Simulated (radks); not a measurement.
The numbers below are computed, except where a source is named.
Effect of the nuclear size on the fluorine ion F+, [He] 2s2 2p4. Code: a radial shooting solver on a logarithmic mesh with Libxc functionals. Model: Dirac Kohn-Sham, LDA (Slater exchange, Perdew-Wang correlation), spin-unpolarised, spherical densities, finite nucleus; open shells fill j = l - 1/2 first; Fermi nuclear charge, rms radius 2.8976 fm. The rms radius is varied about that value; shifts are against it.

| rms radius (fm) | total energy shift (eV) | density at nucleus (e/bohr^3) | 1s1/2 shift (meV) |
|---|---|---|---|
| 2.5122 | -0.000176 | 461.4 | -0.071 |
| 2.7962 | -0.0000487 | 461.1 | -0.020 |
| 2.8976 | 0 | 461 | 0.000 |
| 3.1671 | 0.000138 | 460.8 | 0.055 |
| 3.2366 | 0.000175 | 460.7 | 0.070 |

Slopes of the eigenvalues against <r^2> in GHz/fm^2, as finite differences over the two radii next to the reference (eigenvalue slopes, not the field-shift constants of lines): 1s1/2 8.19.
